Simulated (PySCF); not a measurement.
Isomers of C8H15B. The calculation used PBE0-D3(BJ)/def2-SVP geometry optimisation, gas phase in PySCF. One conformer each; no zero-point energy, no entropy. No frequencies were run at this level. Point groups hold within 0.08 Å.

Question: Order them by energy at this level, lowest first, and give relative energies in kcal/mol.
A. `B1[C@H]2CCC[C@@H]1CCC2`
B. `[CH2:1]=[C:2]([CH3:3])[C@H:4]1[CH2:5][BH:6][CH2:7][CH2:8][CH2:9]1` with C1–C2–C4–C5 -112°, C2–C4–C5–B6 166°, C4–C5–B6–C7 -17°, C5–B6–C7–C8 17°, B6–C7–C8–C9 -38°
C. `[CH2:1]=[CH:2][CH2:3][C@H:4]1[BH:5][CH2:6][CH2:7][CH2:8][CH2:9]1` with C1–C2–C3–C4 -114°, C2–C3–C4–B5 167°, C3–C4–B5–C6 156°, C4–B5–C6–C7 -22°, B5–C6–C7–C8 40°, C6–C7–C8–C9 -59°
D. `[CH2:1]=[C:2]([CH3:3])/[C:4]([CH3:5])=[CH:6]/[B:7]([CH3:8])[CH3:9]` with C1–C2–C4–C5 -1°

Answer: A (0.0), B (12.9), D (17.0), C (18.0).

As drawn, the highest has a C=C bond outside aromatic rings, which the lowest lacks. Neighbours under 2.5 kcal/mol apart (C=C(C)/C(C)=C/B(C)C and C=CC[C@H]1BCCCC1) can change places with a better method, another conformer or zero-point energy.

```json
{"SMILES": "B1[C@H]2CCC[C@@H]1CCC2", "E (Eh)": "-338.09467", "E rel (kcal/mol)": "0.0", "dipole (D)": "0.71", "point group": "Cs", "A, B, C (MHz)": "2244, 1849, 1410"}
{"SMILES": "C=C(C)[C@H]1CBCCC1", "E (Eh)": "-338.07409", "E rel (kcal/mol)": "12.9", "dipole (D)": "0.28", "point group": "C1", "A, B, C (MHz)": "3053, 1056, 879.4"}
{"SMILES": "C=C(C)/C(C)=C/B(C)C", "E (Eh)": "-338.06752", "E rel (kcal/mol)": "17.0", "dipole (D)": "0.49", "point group": "C1", "A, B, C (MHz)": "2711, 872.9, 691.4"}
{"SMILES": "C=CC[C@H]1BCCCC1", "E (Eh)": "-338.06594", "E rel (kcal/mol)": "18.0", "dipole (D)": "0.77", "point group": "C1", "A, B, C (MHz)": "3713, 833.2, 725.3"}
```
